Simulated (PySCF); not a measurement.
# MoBr₂: from structure and modes to constants

These are results of PySCF, UPBE0, basis Mo def2-TZVP with ECP28, Br def2-TZVP (scalar-relativistic core potentials, no spin–orbit coupling, density fitting), not measurements.

The quintet minimum has C2v symmetry. Masses (u): Mo 97.90541, Br 78.91834.

```xyz
3
charge 0 multiplicity 5, angstrom
Mo    0.0000    0.0000   -0.6116
Br    2.1963    0.0000    0.3776
Br   -2.1963    0.0000    0.3776
```

Harmonic wavenumbers (cm⁻¹): 46.2 (a1, ×1), 248.4 (a1, ×1), 314.8 (b2, ×1).

Task: Find the principal moments of inertia and the rotational constants. What kind of rotor is it?

Result: About the centre of mass I = 59.122, 761.36, 820.48 u Å². With B = 16.8576/I this gives 0.2851, 0.02214, 0.02055 cm⁻¹. The molecule is an asymmetric top with κ = -0.99.

Task: Find the vibrational entropy and heat capacity at 298.15 K.

Result: With u = 1.43878 ω/T, each mode gives S = R[u/(eᵘ−1) − ln(1−e⁻ᵘ)] and C = R u² eᵘ/(eᵘ−1)².
| ω (cm⁻¹) | u | S (J/(mol K)) | C (J/(mol K)) |
| --- | --- | --- | --- |
| 46.2 | 0.223 | 20.81 | 8.28 |
| 248.4 | 1.199 | 7.29 | 7.39 |
| 314.8 | 1.519 | 5.59 | 6.88 |
The sums over all modes are S = 33.7 and C = 22.6 J/(mol K); the softest mode gives 62 % of the entropy.

Task: Give the standard entropy (298.15 K, 1 bar) by its translational, rotational, vibrational and spin parts, and Cp.

Result: Sackur–Tetrode with M = 255.74 u gives 178.0; rotation with symmetry number 2 gives 115.2; vibration 33.7; spin R ln 5 = 13.4. The total is 340.3 J/(mol K), and Cp = 4 R + 22.6 = 55.8 J/(mol K).

Other isomers or separated fragments may lie lower. Open d and f shells are described by one determinant, and the ground state may have another occupation or spin.
